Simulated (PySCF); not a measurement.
## MAs for M along the fourth-period p block

r²SCAN with double-zeta basis sets in PySCF, for the lowest determinant that a PBE0 search found; no spin–orbit coupling. De refers to high-spin ground-configuration atoms. A positive dipole means M(−)As(+).

```csv
M,basis,state (unpaired electrons),Re (Å),ωe (cm⁻¹),De (eV),μ (D)
Ga,cc-pVDZ-PP,triplet (π ↑↑),2.568,211,1.95,-1.27
Ge,cc-pVDZ-PP,doublet (π ↑),2.255,350,3.02,-0.87
Se,cc-pVDZ-PP,doublet (π ↑),2.157,409,3.45,0.87
```

The shortest bond is that of AsSe (2.157 Å), the longest that of GaAs (2.568 Å). AsSe is bound most strongly (3.45 eV) and GaAs least (1.95 eV).

The state changes along the series, so neighbouring rows are not always alike in their bonding.

Spin–orbit coupling is left out. States were picked by a PBE0 search and need not be the measured ground states.
